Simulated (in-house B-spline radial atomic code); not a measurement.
Radial electron density of Rb⁵⁺, [Ar] 3d10 4s2 4p2. Computed with a radial B-spline atomic code at the basis-set limit: scalar-relativistic (X2C) PBE, spin-polarised, spherical fractional occupations, Fermi nucleus of rms radius 4.2036 fm.

One-electron X2C: radii and densities carry no picture-change correction, so inner-shell <1/r> comes out high (for 1s by about 2 % at Z = 33, 5 % at 54, 10 % at 75, 30 % at 118) and <r> low.

Columns: r (bohr), 4πr²n(r) (electrons per bohr), bar.

```
 0.00143    1.321 #
 0.00174     1.84 #
 0.00211    2.538 ##
 0.00257    3.508 ###
 0.00312    4.792 ####
 0.00379      6.5 #####
 0.00461     8.75 #######
  0.0056    11.61 #########
  0.0068    15.19 ############
 0.00827    19.54 ###############
    0.01    24.45 ###################
  0.0122    30.09 ########################
  0.0148    35.67 ############################
   0.018    40.78 ################################
  0.0219    44.56 ###################################
  0.0266    46.25 #####################################
  0.0323    45.52 ####################################
  0.0393    42.78 ##################################
  0.0477    39.54 ###############################
   0.058    37.97 ##############################
  0.0705    40.03 ################################
  0.0857    45.78 ####################################
   0.104    52.43 ##########################################
   0.126    55.52 ############################################
   0.154    51.63 #########################################
   0.187    42.37 ##################################
   0.227    33.82 ###########################
   0.276    31.72 #########################
   0.335    35.72 ############################
   0.407    39.13 ###############################
   0.495    35.74 ############################
   0.601    26.04 #####################
    0.73    15.47 ############
   0.888    8.562 #######
    1.08     5.66 ####
    1.31    4.375 ###
    1.59    2.963 ##
    1.93     1.47 #
    2.35   0.4845 
    2.86    0.101 
    3.47  0.01255 
    4.22 0.000794 
    5.13 2.327e-05
```

On this grid the curve has 3 maxima, near 0.0266, 0.126, 0.407 bohr.

The 4s up radial function P(r) = rR(r), positive near the nucleus:

```json
{"r (bohr)": "0.000541", "P": "0.01747"}
{"r (bohr)": "0.000798", "P": "0.02453"}
{"r (bohr)": "0.00118", "P": "0.03438"}
{"r (bohr)": "0.00174", "P": "0.04779"}
{"r (bohr)": "0.00257", "P": "0.0659"}
{"r (bohr)": "0.00379", "P": "0.08949"}
{"r (bohr)": "0.0056", "P": "0.119"}
{"r (bohr)": "0.00827", "P": "0.1528"}
{"r (bohr)": "0.0122", "P": "0.1853"}
{"r (bohr)": "0.018", "P": "0.204"}
{"r (bohr)": "0.0266", "P": "0.1868"}
{"r (bohr)": "0.0393", "P": "0.1045"}
{"r (bohr)": "0.058", "P": "-0.05704"}
{"r (bohr)": "0.0857", "P": "-0.2532"}
{"r (bohr)": "0.126", "P": "-0.3348"}
{"r (bohr)": "0.187", "P": "-0.1195"}
{"r (bohr)": "0.276", "P": "0.3277"}
{"r (bohr)": "0.407", "P": "0.5233"}
{"r (bohr)": "0.601", "P": "0.04306"}
{"r (bohr)": "0.888", "P": "-0.7429"}
{"r (bohr)": "1.31", "P": "-0.9933"}
{"r (bohr)": "1.93", "P": "-0.5499"}
{"r (bohr)": "2.86", "P": "-0.1177"}
{"r (bohr)": "4.22", "P": "-0.007388"}
```
